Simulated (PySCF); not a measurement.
B3LYP has the VWN-RPA correlation part, as in Gaussian. Excitations are Tamm–Dancoff values on a coarser integration grid. The basis has no diffuse functions, so Rydberg states are missing or too high.

Z-matrix (Å, degrees):
```
C
O 1 1.1965
H 1 1.1040 2 123.54
S 1 1.7809 3 110.31 2 179.99
H 4 1.3453 1 94.99 3 -179.96
```
Charge 0, spin multiplicity 1.

**Question.** Give the HOMO, HOMO–LUMO gap, S1–T1 gap (TDA), LUMO, T1 excitation (TDA), brightest of the four lowest singlets (TDA), S1 excitation (TDA) and dipole moment at the level B3LYP-D3(BJ)/def2-TZVP run with PySCF.

**Answer.** 
```
Quantity                                       Result
-------------------------------------------  --------
HOMO                                         -7.77 eV
HOMO–LUMO gap                                 6.45 eV
S1–T1 gap (TDA)                               0.56 eV
LUMO                                         -1.32 eV
T1 excitation (TDA)                           4.08 eV
brightest of the four lowest singlets (TDA)   6.65 eV
S1 excitation (TDA)                           4.64 eV
dipole moment                                  1.61 D
```
